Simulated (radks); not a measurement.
Values are calculated unless marked as measured or tabulated.
Problem. Species: Os31+. Configuration: [Kr] 4d9. Level of theory: Dirac Kohn-Sham, BLYP, spin-unpolarised, spherical densities, finite nucleus; open shells fill j = l - 1/2 first; Fermi nuclear charge, rms radius 5.4126 fm (a radial shooting solver on a logarithmic mesh with Libxc functionals).

Spin-orbit splittings of the eigenvalues, e(l+1/2) - e(l-1/2), with zeta = 2 splitting/(2l+1) and mean radii in bohr:

| shell | occ. | splitting (eV) | zeta (eV) | <r> j=l-1/2 | <r> j=l+1/2 |
|---|---|---|---|---|---|
| 2p | 6 | 1530 | 1020 | 0.06132 | 0.06952 |
| 3p | 6 | 337.2 | 224.8 | 0.1827 | 0.1974 |
| 3d | 10 | 72.93 | 29.17 | 0.1724 | 0.1769 |
| 4p | 6 | 96.11 | 64.07 | 0.4034 | 0.4279 |
| 4d | 9 | ? | ? | 0.4217 | 0.4288 |
| 5p | 0 | 35.52 | 23.68 | 0.7475 | 0.7824 |

Estimate the 4d splitting.

Solution. 19.85 eV (zeta = 7.942 eV).
